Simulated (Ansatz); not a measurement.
GaGe₉H₁₈, a doped cluster cut from the lattice of germanium (Ga on a surface site). Charge 0, multiplicity 2. Geometry PBE-D4/def2-SVP, that of the charge -1 singlet; atoms count from 1.

```xyz
28

Ge    1.7816    1.8554   -1.6519
Ge    2.3599    2.6952    2.2704
Ge   -1.0222   -0.6595   -2.8043
Ge   -3.4288   -2.4951   -0.1094
Ga   -0.7245    0.2499    1.2180
Ge    0.4729   -0.0970   -0.9382
Ge    1.0631    0.6966    2.8752
Ge    3.4212    2.4399    0.0764
Ge   -1.8444   -1.9125    1.6775
Ge   -2.2969   -2.6873   -2.2745
H     2.5319    1.6965   -3.0195
H     0.8503    3.0980   -1.8313
H     3.4734    3.1033    3.2979
H     1.4348    3.9529    2.1606
H    -0.3171   -0.8601   -4.1905
H    -2.0635    0.4845   -3.0304
H    -4.2426   -3.8157    0.1262
H    -4.5141   -1.3809   -0.2835
H    -1.7559    1.4591    1.0913
H     1.5263   -1.2612   -0.9607
H     2.1658   -0.4124    3.0025
H     0.6384    0.9637    4.3664
H     4.4845    1.2966    0.1582
H     4.2279    3.7264   -0.3145
H    -0.9025   -3.1669    1.7346
H    -2.7003   -2.0367    2.9911
H    -1.3058   -3.8956   -2.2219
H    -3.3133   -3.0370   -3.4156
```

Single mean-field runs in def2-TZVP are fitted with def2-universal-jkfit.

Question: Estimate the Mulliken populations from the PBE0/def2-TZVP orbitals of Ansatz.

Answer: 
```tsv
atom	charge (e)	spin (α − β)
Ge1	0.00	0.04
Ge2	-0.06	0.08
Ge3	0.00	0.04
Ge4	-0.06	0.08
Ga5	0.31	0.13
Ge6	-0.28	0.02
Ge7	-0.12	0.25
Ge8	-0.05	0.01
Ge9	-0.12	0.26
Ge10	-0.05	0.01
H11	0.02	0.00
H12	0.02	0.00
H13	0.04	0.04
H14	0.03	0.00
H15	0.02	0.00
H16	0.02	0.00
H17	0.04	0.04
H18	0.03	0.00
H19	-0.07	-0.01
H20	0.04	0.00
H21	0.04	-0.01
H22	0.03	0.00
H23	0.02	0.00
H24	0.03	0.02
H25	0.04	-0.01
H26	0.03	0.00
H27	0.02	0.00
H28	0.03	0.02
```
Mulliken values and Mayer orders depend strongly on the basis.

Question: Where does the spin sit?

Answer: Summed by element: Ge 0.79, Ga 0.13, H 0.08, of 1 unpaired in all. Largest on single atoms: Ge9 0.26, Ge7 0.25, Ga5 0.13.

Question: And the Mayer bond orders between bonded heavy atoms (over 0.3)?

Answer: Ge1–Ge6 0.84 (2.46 Å); Ge1–Ge8 0.85 (2.45 Å); Ge2–Ge7 0.81 (2.46 Å); Ge2–Ge8 0.86 (2.45 Å); Ge3–Ge6 0.84 (2.46 Å); Ge3–Ge10 0.85 (2.45 Å); Ge4–Ge9 0.81 (2.46 Å); Ge4–Ge10 0.86 (2.45 Å); Ga5–Ge6 0.77 (2.49 Å); Ga5–Ge7 0.63 (2.48 Å); Ga5–Ge9 0.63 (2.48 Å).
